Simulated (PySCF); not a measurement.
Spinor energies of Re(2+) (rhenium, charge +2)

Start: [Xe] 4f14 5d5; 5d3/2 filled at m_j = -3/2, -1/2, +1/2, +3/2; 5d5/2 filled at m_j = +5/2. Calculated with PySCF 2.14 in x2c-SVPall-2c (7s9p9d2f, 93 functions): generalised Hartree-Fock with the X2C-1e Hamiltonian and a Gaussian nucleus; one run each with spin-orbit coupling (SO) switched off, then screened by Boettger's factors.

```csv
spinor shell,electrons,"ε, spin-free (eV)","ε, screened SO (eV)",weight of nominal j (screened SO),"rms radius, screened SO (bohr)"
1s1/2,2,-72080.2,-72057.4,1.000,0.0204
2s1/2,2,-12654.6,-12647.5,1.000,0.0824
2p1/2,2,-11051.3,-12081.7,1.000,0.0700
2p3/2,4,-11051.3,-10636.0,1.000,0.0775
3s1/2,2,-3006.0,-3003.6,1.000,0.210
3p1/2,2,-2525.1,-2751.5,1.000,0.202
3p3/2,4,-2525.1,-2432.1,1.000,0.217
3d3/2,4,-1973.1,-2012.5,1.000,0.192
3d5/2,6,-1973.1,-1944.4,1.000,0.196
4s1/2,2,-673.66,-672.90,1.000,0.468
4p1/2,2,-513.12,-566.36,1.000,0.476
4p3/2,4,-513.12,-491.04,1.000,0.509
4d3/2,4,-307.51,-315.59,0.999,0.532
4d5/2,6,-307.51,-301.36,0.999,0.543
5s1/2,2,-117.19,-117.05,1.000,1.12
5p1/2,2,-73.983,-83.363,0.908,1.28
4f5/2,6,-76.760,-77.915,0.979,0.638
4f7/2,8,-76.760,-75.274,0.984,0.638
5p3/2,4,-73.983,-69.805,0.954,1.31
5d3/2,4,-28.354,-28.448,0.617,1.89
5d5/2,1,-28.354,-27.750,1.000,1.92
```

| quantity | spin-free | screened SO |
| --- | --- | --- |
| E (hartree) | -16678.34627 | -16698.92676 |
| M_J | 5/2 | 5/2 |
| ⟨J²⟩ | 8.752 | 8.754 |
| ⟨L²⟩ | 0.000 | 0.251 |
| ⟨S²⟩ | 8.752 | 8.515 |

Each row is a mean over spinors that exchange with the open shell spreads, by up to 8.533 eV (5p3/2).

Rows whose weight is well below 1 are mixtures of j = l ± 1/2: exchange outweighs spin-orbit coupling there, and the label is only the starting occupation.

Breit and QED terms are absent; they matter most for the inner s and p1/2 levels.

Densities and radii are taken from the X2C orbitals without a picture-change correction, which distorts them close to the nucleus.

Without spin-orbit coupling the j labels of p, d and f shells carry no meaning; the spin-free column gives the mean over the occupied spinors of each nl shell.
